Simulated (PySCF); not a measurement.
# Dipole response of N²⁺ (nitrogen, charge +2)

[He] 2s2 2p1, 2P determinant. Calculation: PySCF 2.14, in dyall-acv3z (15s9p4d2f, 76 functions); scalar relativity by spin-free X2C-1e. Coupled (time-dependent) response in atomic units; α is the mean over directions.

```
method  mean α (bohr³)         α xx, yy, zz  C₆ (like pair)  S(−4)
   UHF           2.706  2.816, 2.486, 2.816           3.830  9.097
   PBE           2.581  2.693, 2.357, 2.693           3.661  6.836
  PBE0           2.594  2.709, 2.365, 2.709           3.678  7.026
 B3LYP           2.587  2.706, 2.348, 2.706           3.652  6.973
M06-2X           2.595  2.730, 2.324, 2.730           3.566  7.270
```

S(−4) is the Cauchy moment in α(ω) = α(0) + S(−4) ω² + …

α(iu) at PBE0:

| u (hartree) | α(iu) (bohr³) |
| --- | --- |
| 0 | 2.594 |
| 0.0500 | 2.577 |
| 0.100 | 2.527 |
| 0.200 | 2.352 |
| 0.300 | 2.124 |
| 0.500 | 1.665 |
| 0.750 | 1.228 |
| 1.00 | 0.9346 |
| 1.50 | 0.5915 |
| 2.00 | 0.4072 |
| 3.00 | 0.2263 |
| 5.00 | 0.1000 |

A single London oscillator, α(iu) = α/(1 + u²/ω²), gives C₆ = (3/4) ω α². Matching the computed C₆ needs ω = 4 × 3.678 / (3 × 2.594²) = 0.729 hartree.

For an ion, C₆ is the dispersion term alone; charge-induced terms of lower order in 1/R come first.

The components differ because the open shell of this determinant is not spherical; for a pure term their mean is the scalar polarisability.
